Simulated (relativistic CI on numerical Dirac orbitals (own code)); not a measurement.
**Au⁺: 4f photoemission**

Computed with this model: Dirac-Coulomb-Breit CI, KLI orbitals optimised for each configuration, QED by a radiative potential, valence Slater integrals scaled by 0.8, multiplet model of photoemission in the sudden approximation; configurations [Xe] 4f14 5d10 → [Xe] 4f13 5d10; 80 K; Lorentzian 0.17 eV and Gaussian 0.5 eV FWHM. Energies are those of the free ion, without screening or charge transfer. The energies are binding energies and can lie tens of eV above those of solids. S is read from ⟨S²⟩ = S(S + 1).

Computed curve for free ion, scaled to 100 at the maximum (points under 2 are left out and the grid is thinned):

```
Energy (eV)  Intensity
       96.9        2.1
       97.0        2.7
       97.1        3.6
       97.2        5.1
       97.3        7.9
       97.4       13.4
       97.5       23.5
       97.6       40.1
       97.7       62.4
       97.8       85.2
       98.0      100.0
       98.1       85.2
       98.2       62.4
       98.3       40.1
       98.4       23.6
       98.5       13.4
       98.6        8.0
       98.7        5.2
       98.8        3.7
       98.9        2.8
       99.0        2.3
      100.6        2.0
      100.7        2.5
      100.8        3.3
      100.9        4.8
      101.0        7.8
      101.1       13.4
      101.2       23.3
      101.3       38.1
      101.4       55.7
      101.6       76.6
      101.7       70.7
      101.8       55.7
      101.9       38.1
      102.0       23.3
      102.1       13.3
      102.2        7.7
      102.3        4.7
      102.4        3.2
      102.5        2.3
```

The ground state has S = 0.00, and the centroid lies at 99.52 eV.
